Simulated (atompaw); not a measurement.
# u(r) = r·R(r): atom against pseudo-atom (Tb (Z = 65))

Columns: radius, all-electron u(r) and pseudo u(r) of the 5d shell (level -24.98 eV) of terbium in the configuration [Kr] 4d10 4f8 5s2 5p6 5d0 6s0 6p0; LDA (PW92), scalar-relativistic, PAW (atompaw) scheme, atompaw 4.2.0.5.

```csv
r (bohr),all-electron,pseudo
0.106,0.1992,0.0006
0.212,0.1079,0.0048
0.317,-0.1665,0.0157
0.423,-0.3222,0.0361
0.529,-0.3153,0.0678
0.635,-0.2037,0.1114
0.740,-0.0475,0.1659
0.846,0.1187,0.2310
0.952,0.2730,0.3035
1.058,0.4063,0.3803
1.163,0.5146,0.4567
1.269,0.6004,0.5303
1.375,0.6646,0.5967
1.481,0.7096,0.6526
1.587,0.7382,0.6958
1.692,0.7529,0.7248
1.798,0.7562,0.7400
1.904,0.7501,0.7422
2.010,0.7363,0.7333
2.115,0.7167,0.7159
2.221,0.6922,0.6921
2.327,0.6642,0.6642
2.433,0.6337,0.6337
2.538,0.6018,0.6018
2.644,0.5686,0.5686
2.750,0.5350,0.5350
```

Task: How many radial nodes do the two functions have?

Result: The all-electron 5d function has n − l − 1 = 2; the pseudo-wave has 0, since the states of the same l below it are removed with the core.

Task: At about which radius was the pseudo-wave matched?

Result: 2.40 bohr. The columns agree to 0.0005 from 2.22 bohr on; several derivatives are matched, so the curves merge somewhat inside the radius.

Task: Where does each function peak?

Result: Outermost all-electron maximum near 1.80 bohr, pseudo maximum near 1.90 bohr (to the table’s step).

Task: Is the pseudo-wave norm-conserving?

Result: No, it belongs to a PAW set: the norm inside the radius is not constrained, and the difference is carried by the augmentation charge.
